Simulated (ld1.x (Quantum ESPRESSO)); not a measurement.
# Configuration tests for I (Z = 53) (TM)

I, norm-conserving Troullier–Martins (Kleinman–Bylander form), made with ld1.x (Quantum ESPRESSO) 7.5 (PBE, scalar-relativistic). Core [Kr], reference 4d10 5s1.5 5p5.5. Waves: 5s (bound): rc 1.70 bohr; 5p (bound): rc 1.45 bohr; 4d (bound): rc 1.25 bohr. Local part: all-electron potential smoothed inside 1.55 bohr (lloc = -2). Core correction: Bessel-smoothed model core, default radius (core density twice the valence density).

Energies are relative to the spin-unpolarised reference configuration 4d10 5s1.5 5p5.5; without spin polarisation the order of configurations can differ from experiment.

```csv
valence configuration,charge,ΔE all-electron (eV),error AE − PS (meV)
4d10 5s2 5p5,0,-5.184,+0.2
4d10 5s2 5p4,+1,5.947,0.0
4d10 5s2 5p3,+2,25.793,+19
4d10 5s2 5p4.5,+0.5,-0.652,-1.5
4d10 5s2 5p1,+4,94.547,+111
4d10 5s2 5p2,+3,55.121,+60
```

(1) What are ΔE and the potential's error for 4d10 5s1 5p5?

Levels in the configuration 4d10 5s2 5p1:

```json
{"level": "4d", "all-electron (eV)": "-95.045", "pseudo (eV)": "-94.604"}
{"level": "5s", "all-electron (eV)": "-57.496", "pseudo (eV)": "-57.361"}
{"level": "5p", "all-electron (eV)": "-44.663", "pseudo (eV)": "-44.608"}
```

Answers

(1) ΔE = 16.927 eV all-electron; the error (AE − PS) is +9.2 meV.
